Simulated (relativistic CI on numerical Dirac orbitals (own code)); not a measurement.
**Forbidden lines of Ge11+**

Calculated at this level of theory: Dirac-Coulomb-Breit CI, KLI orbitals optimised for each configuration, QED by a radiative potential, unscaled Slater integrals (own radial code, finite nucleus).

Configuration list (outside the closed core [Ne]): 3s2 3p6 3d3, 3s2 3p5 3d4, 3s 3p6 3d4, 3s2 3p6 3d2 4s, 3s2 3p6 3d2 4p, 3s2 3p6 3d2 4d, 3s2 3p6 3d2 4f, 3s2 3p6 3d 4s 4p, 3s2 3p5 3d3 4s, 3s2 3p6 3d2 5s, 3s2 3p6 3d2 5p, 3s2 3p5 3d3 4p, 3s2 3p6 3d 4p 4d, 3s2 3p6 3d2 5d, 3s2 3p6 3d2 5f, 3s2 3p6 3d2 5g, 3s2 3p6 3d2 6s, 3s2 3p6 3d2 6p, 3s2 3p5 3d3 4d, 3s2 3p6 3d2 6d, 3s 3p6 3d3 4s, 3s2 3p5 3d3 4f, 3s 3p6 3d3 4p, 3p6 3d5, 3p5 3d6, 3s2 3p6 3d 4s2, 3s2 3p6 4s2 4p, 3s2 3p6 4s2 4d, 3s2 3p6 4s2 4f, 3s2 3p6 3d 4p2, 3s2 3p6 4s 4p2, 3s2 3p6 4p3, 3s2 3p6 4p2 4d, 3s2 3p6 4p2 4f, 3s2 3p6 3d 4s 4d, 3s2 3p6 4s 4p 4d, 3s2 3p6 4s 4d2, 3s2 3p6 4s 4d 4f, 3s2 3p6 3d 4d2, 3s2 3p6 4p 4d2, 3s2 3p6 4d3, 3s2 3p6 4d2 4f, 3s 3p6 3d2 4s2, 3s 3p6 3d 4s2 4p, 3s 3p6 3d 4s2 4d, 3s 3p6 3d 4s2 4f, 3p6 3d4 4s, 3p5 3d5 4s. Double excitations out of closed p, d and f shells are left out; levels of such configurations are missing from the list, as are those of other unlisted configurations, and high levels can miss mixing partners. These lack a partner that the ground configuration has and come out too high: 3s2 3p5 3d3 4p, 3s2 3p5 3d3 4d, 3s2 3p5 3d3 4f.

```tsv
λ vac (Å)	Lower	Upper	Type	A (s⁻¹)	log gf
99.227	3s2 3p6 3d3 4F_3/2 [1]	3s2 3p6 3d2 4s 4F_5/2 [195]	E2	1.88e+06	-4.78
99.435	3s2 3p6 3d3 4F_3/2 [1]	3s2 3p6 3d2 4s 4F_3/2 [194]	E2	2.90e+06	-4.76
99.474	3s2 3p6 3d3 4F_5/2 [2]	3s2 3p6 3d2 4s 4F_5/2 [195]	E2	1.50e+06	-4.87
99.683	3s2 3p6 3d3 4F_5/2 [2]	3s2 3p6 3d2 4s 4F_3/2 [194]	E2	2.76e+06	-4.78
99.782	3s2 3p6 3d3 4F_7/2 [3]	3s2 3p6 3d2 4s 4F_5/2 [195]	E2	2.35e+06	-4.68
99.992	3s2 3p6 3d3 4F_7/2 [3]	3s2 3p6 3d2 4s 4F_3/2 [194]	E2	3.63e+05	-5.66
102.93	3s2 3p6 3d3 4P_3/2 [6]	3s2 3p6 3d2 4s 4F_5/2 [195]	E2	7.49e+05	-5.15
103.13	3s2 3p6 3d3 4P_1/2 [5]	3s2 3p6 3d2 4s 4F_3/2 [194]	E2	8.72e+05	-5.25
103.15	3s2 3p6 3d3 4P_3/2 [6]	3s2 3p6 3d2 4s 4F_3/2 [194]	E2	3.71e+05	-5.63
146.39	3s2 3p6 3d3 4F_9/2 [4]	3s2 3p5 3d4 4I°_15/2 [50]	E3	3.17e+00	-9.79
149.38	3s2 3p6 3d3 2H_11/2 [13]	3s2 3p5 3d4 2K°_15/2 [79]	M2	4.12e+01	-8.66
157.13	3s2 3p6 3d3 2H_11/2 [13]	3s2 3p5 3d4 4I°_15/2 [50]	M2	3.42e+01	-8.69
738.47	3s2 3p6 3d3 4F_5/2 [2]	3s2 3p6 3d3 2D_3/2 [19]	M1	1.09e+01	-8.45
762.56	3s2 3p6 3d3 4F_7/2 [3]	3s2 3p6 3d3 2D_5/2 [18]	M1	1.04e+01	-8.26
983.50	3s2 3p6 3d3 4P_3/2 [6]	3s2 3p6 3d3 2D_3/2 [19]	M1	1.76e+01	-7.99
994.99	3s2 3p6 3d3 4P_3/2 [6]	3s2 3p6 3d3 2D_5/2 [18]	M1	5.63e+00	-8.30
1017.6	3s2 3p6 3d3 2G_7/2 [7]	3s2 3p6 3d3 2D_3/2 [19]	E2	4.20e+01	-7.58
1034.2	3s2 3p6 3d3 4P_5/2 [8]	3s2 3p6 3d3 2D_5/2 [18]	M1	4.97e+01	-7.32
1055.1	3s2 3p6 3d3 2G_9/2 [9]	3s2 3p6 3d3 2D_5/2 [18]	E2	2.86e+01	-7.54
1133.0	3s2 3p6 3d3 4F_3/2 [1]	3s2 3p6 3d3 2F_5/2 [17]	M1	7.62e+00	-8.06
1162.6	3s2 3p6 3d3 2D_3/2 [10]	3s2 3p6 3d3 2D_5/2 [18]	M1	2.16e+01	-7.58
1185.4	3s2 3p6 3d3 4F_5/2 [2]	3s2 3p6 3d3 2F_7/2 [16]	M1	3.40e+00	-8.24
1255.8	3s2 3p6 3d3 2D_5/2 [14]	3s2 3p6 3d3 2D_3/2 [19]	M1	3.06e+01	-7.54
1285.6	3s2 3p6 3d3 4F_9/2 [4]	3s2 3p6 3d3 2F_7/2 [16]	M1	9.34e+00	-7.73
1642.8	3s2 3p6 3d3 4F_3/2 [1]	3s2 3p6 3d3 2P_3/2 [15]	M1	9.11e+00	-7.83
1713.2	3s2 3p6 3d3 4F_5/2 [2]	3s2 3p6 3d3 2P_3/2 [15]	M1	1.88e+01	-7.48
1792.6	3s2 3p6 3d3 4F_5/2 [2]	3s2 3p6 3d3 2D_5/2 [14]	M1	4.88e+00	-7.85
1898.1	3s2 3p6 3d3 4F_7/2 [3]	3s2 3p6 3d3 2D_5/2 [14]	M1	3.48e+01	-6.95
1971.4	3s2 3p6 3d3 4F_3/2 [1]	3s2 3p6 3d3 2D_3/2 [10]	M1	1.65e+01	-7.41
2004.7	3s2 3p6 3d3 2F_7/2 [16]	3s2 3p6 3d3 2D_5/2 [18]	M1	1.35e+01	-7.31
2014.0	3s2 3p6 3d3 2F_5/2 [17]	3s2 3p6 3d3 2D_3/2 [19]	M1	1.44e+01	-7.46
2062.8	3s2 3p6 3d3 2F_5/2 [17]	3s2 3p6 3d3 2D_5/2 [18]	M1	2.22e+01	-7.07
2073.6	3s2 3p6 3d3 4F_5/2 [2]	3s2 3p6 3d3 2D_3/2 [10]	M1	2.57e+01	-7.18
2118.1	3s2 3p6 3d3 2G_7/2 [7]	3s2 3p6 3d3 2F_7/2 [16]	M1	8.62e+00	-7.33
2692.2	3s2 3p6 3d3 4F_5/2 [2]	3s2 3p6 3d3 2G_7/2 [7]	M1	9.63e+00	-7.08
2750.6	3s2 3p6 3d3 4F_7/2 [3]	3s2 3p6 3d3 2G_9/2 [9]	M1	8.67e+00	-7.01
2937.5	3s2 3p6 3d3 4F_7/2 [3]	3s2 3p6 3d3 2G_7/2 [7]	M1	8.79e+00	-7.04
3030.1	3s2 3p5 3d4 4I°_15/2 [50]	3s2 3p5 3d4 2K°_15/2 [79]	M1	1.11e+01	-6.61
3040.7	3s2 3p6 3d3 4F_9/2 [4]	3s2 3p6 3d3 2G_9/2 [9]	M1	1.86e+01	-6.59
4803.7	3s2 3p6 3d3 4P_5/2 [8]	3s2 3p6 3d3 2P_3/2 [15]	M1	8.85e+00	-6.91
5893.0	3s2 3p6 3d3 4P_1/2 [5]	3s2 3p6 3d3 2P_1/2 [11]	M1	1.55e+01	-6.79
6638.4	3s2 3p6 3d3 2G_7/2 [7]	3s2 3p6 3d3 2H_9/2 [12]	M1	5.65e+00	-6.43
6902.6	3s2 3p6 3d3 4P_3/2 [6]	3s2 3p6 3d3 2D_3/2 [10]	M1	8.43e+00	-6.62
7263.1	3s2 3p6 3d3 2G_9/2 [9]	3s2 3p6 3d3 2H_11/2 [13]	M1	4.40e+00	-6.38
7843.0	3s2 3p6 3d3 2G_9/2 [9]	3s2 3p6 3d3 2H_9/2 [12]	M1	6.89e+00	-6.20
```

Terms are leading LS components. Brackets give the number of a level in order of energy, since labels repeat. The list gives strong lines, with weight on those to low levels, among the lowest 400 of 5491 levels, so that lines to higher ones, which can be the strongest, are missing. Levels whose partners in the same complex of configurations lie outside the list can be far off, and so can their lines. Rates are taken at the computed energies, electric ones in the length gauge.

At this charge energies of transitions that change n are usually good to better than 1 %, and those within a shell (Δn = 0) to a few per cent. Terms inside the open d or f shell come out 10 to 20 % too wide with unscaled integrals.

LS names give the leading component of a level, which can be under half, so a name can repeat, a term be missing and a line seem to break the LS rules.
